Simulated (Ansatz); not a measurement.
H6Si3, SMILES `[SiH3][Si][SiH3]` (excited triplet) (charge 0, multiplicity 3). This triplet is an excited state, 0.38 eV above the relaxed singlet at the level frozen-core CCSD(T)/cc-pVTZ // PBE0-D3(BJ)/def2-TZVP (Ansatz, a quantum-chemistry and plane-wave program).

Z-matrix (Å, degrees):
```
Si
Si 1 2.3193
H 2 1.4863 1 108.28
H 2 1.4889 3 108.88 1 -120.88
H 2 1.4889 3 108.87 4 -118.18
Si 1 2.3193 2 126.29 3 -179.83
H 6 1.4863 1 108.28 2 178.28
H 6 1.4889 7 108.85 1 -120.99
H 6 1.4890 7 108.90 8 -118.19
```
Charge 0, spin multiplicity 3.

Frozen-core energies in 6-31g from Ansatz at a geometry from PBE0-D3(BJ)/def2-TZVP; the HF reference has <S^2> = 2.01 and the T1 diagnostic is 0.011.

```tsv
level	energy (Ha)
HF	-870.06668
MP2	-870.20428
CCSD	-870.25111
CCSD(T)	-870.25427
```

Estimate the energies of CCSDT and CCSDT(Q), and give each level's difference from CCSDT(Q).


| level | energy (Ha) | difference from CCSDT(Q) (mHa) |
|---|---|---|
| MP2 | -870.20428 | 51.10 |
| CCSD | -870.25111 | 4.26 |
| CCSD(T) | -870.25427 | 1.10 |
| CCSDT | -870.25523 | 0.14 |
| CCSDT(Q) | -870.25537 | 0.00 |
